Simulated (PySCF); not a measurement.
These 2 structures share the formula C5H7F3. Method used: PBE0-D3(BJ)/def2-SVP geometry optimisation, gas phase in PySCF 2.14.0. One conformer each; no zero-point energy, no entropy. No frequencies were run at this level. Point groups hold within 0.08 Å.

Question: Order them by energy at this level, lowest first, and give relative energies in kJ/mol.
A. `[CH3:1]/[C:2](=[CH:3]\[CH:4]([F:5])[F:6])[CH2:7][F:8]` with C2–C3–C4–F5 -61°, C1–C2–C7–F8 180°
B. `[CH3:1]/[C:2](=[CH:3]/[CH:4]([F:5])[F:6])[CH2:7][F:8]` with C2–C3–C4–F5 -141°, C1–C2–C7–F8 175°

Answer: A (0.0), B (3.7).

Neighbours under 10 kJ/mol apart (C/C(=C\C(F)F)CF and C/C(=C/C(F)F)CF) can change places with a better method, another conformer or zero-point energy. C/C(=C\C(F)F)CF and C/C(=C/C(F)F)CF are stereoisomers, 3.7 kJ/mol apart in the conformers taken.

| SMILES | E (Eh) | E rel (kJ/mol) | dipole (D) | point group | A, B, C (MHz) |
| --- | --- | --- | --- | --- | --- |
| C/C(=C\C(F)F)CF | -493.36899 | 0.0 | 1.49 | near Cs | 3539, 1120, 1015 |
| C/C(=C/C(F)F)CF | -493.36760 | 3.7 | 4.00 | C1 | 2743, 1313, 1045 |

Question: How do the relative energies change in single points at B97-2/pcSseg-1 (no added dispersion term) on the same geometries?

Answer: 
| SMILES | PBE0-D3(BJ)/def2-SVP (kJ/mol) | B97-2/pcSseg-1 (kJ/mol) | shift |
| --- | --- | --- | --- |
| C/C(=C\C(F)F)CF | 0.0 | 0.0 | 0.0 |
| C/C(=C/C(F)F)CF | 3.7 | 2.5 | -1.2 |

Each column counts from its own lowest isomer. The order is unchanged; the largest shift is 1.2 kJ/mol.
